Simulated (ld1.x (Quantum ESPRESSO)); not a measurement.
## An all-electron radial function and its pseudo partner (vanadium (V))

Columns: radius, all-electron u(r) and pseudo u(r) of the 4p shell (level -1.53 eV) of vanadium in the configuration [Ar] 3d3 4s2 4p0; LDA (PZ), scalar-relativistic, RRKJ scheme, ld1.x (Quantum ESPRESSO) 7.5.

```
r (bohr)  all-electron  pseudo
   0.125        0.1025  0.0025
   0.250        0.0744  0.0098
   0.375       -0.0307  0.0211
   0.500       -0.1241  0.0354
   0.625       -0.1766  0.0513
   0.750       -0.1884  0.0680
   0.875       -0.1694  0.0847
   1.000       -0.1302  0.1012
   1.125       -0.0794  0.1177
   1.250       -0.0233  0.1350
   1.375        0.0342  0.1538
   1.500        0.0904  0.1750
   1.625        0.1437  0.1992
   1.750        0.1933  0.2263
   1.875        0.2386  0.2559
   2.000        0.2795  0.2871
   2.125        0.3161  0.3186
   2.250        0.3485  0.3489
   2.375        0.3769  0.3769
   2.500        0.4014  0.4014
   2.625        0.4225  0.4225
   2.750        0.4402  0.4402
   2.875        0.4549  0.4549
   3.000        0.4667  0.4667
   3.125        0.4760  0.4760
   3.250        0.4829  0.4829
```

**Question.** How many radial nodes do the two functions have?

**Answer.** The all-electron 4p function has n − l − 1 = 2; the pseudo-wave has 0, since the states of the same l below it are removed with the core.

**Question.** At about which radius was the pseudo-wave matched?

**Answer.** 2.45 bohr. The columns agree to 0.0005 from 2.25 bohr on; several derivatives are matched, so the curves merge somewhat inside the radius.

**Question.** Is the pseudo-wave norm-conserving?

**Answer.** Yes: the RRKJ scheme keeps the norm inside the radius equal to the all-electron one, which fixes the energy derivative of the logarithmic derivative at the level.
